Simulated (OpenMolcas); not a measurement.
neutral nitrogen.

```json
{
 "Program": "OpenMolcas 26.06",
 "Basis": "ANO-RCC-VQZP [5s4p3d2f1g]",
 "Scalar Hamiltonian": "DKH2, point nucleus",
 "Active space": "5 electrons in 4 orbitals (2s 2p)",
 "State averaging": "2S+1 = 4 odd, 1 root; 2S+1 = 2 odd, 8 roots; 2S+1 = 4 even, 3 roots",
 "Spin-orbit coupling": "RASSI with atomic mean-field integrals over the reference wave functions, term energies averaged over their components"
}
```

Two sets of levels on these reference wave functions, in cm⁻¹ above 2s² 2p³ ⁴S°_3/2: one from CASSCF and one from SS-CASPT2, IPEA 0.25 Eh, imaginary shift 0.1 Eh (closed shells correlated: 1s).

```
          Level  Set 1  Set 2
2s² 2p³ ⁴S°_3/2    0.0    0.0
2s² 2p³ ²D°_3/2  23000  19300
2s² 2p³ ²D°_5/2  23000  19300
2s² 2p³ ²P°_3/2  30310  28690
2s² 2p³ ²P°_1/2  30310  28690
  2s 2p⁴ ⁴P_5/2  90750  88380
  2s 2p⁴ ⁴P_3/2  90810  88440
  2s 2p⁴ ⁴P_1/2  90850  88480
```

Which set is which?

Set 2 is SS-CASPT2. Its levels of the other terms of 2s² 2p³ lie at 0.84 to 0.95 of the other set's values, as expected, since terms of lower spin or lower L gain more correlation energy than the Hund ground term. Against 7 measured levels (NIST Handbook of Basic Atomic Spectroscopic Data) the mean absolute deviation is 190 cm-1 with it and 2600 cm-1 without; single levels miss by up to 310 cm-1 with it.

CASPT2 breaks the degeneracy within a term, and the mean is taken; among the terms shown or strongly mixed into the levels shown the widest spread is 180 cm-1 (2s² 2p³ ²D°, SS-CASPT2). Without dynamic correlation excited terms often stand tens of per cent too high (terms of higher spin than the ground term too low), and those without a measured partner can miss by more than the paired ones (holds for CASSCF). Computed and measured levels are paired by configuration, term and J; levels that our copy of the source lacks, or whose pairing is in doubt (as where it misses far off the trend of its configuration), stay unpaired and out of the deviations. Levels of configurations outside the active space are missing.

° marks odd parity.
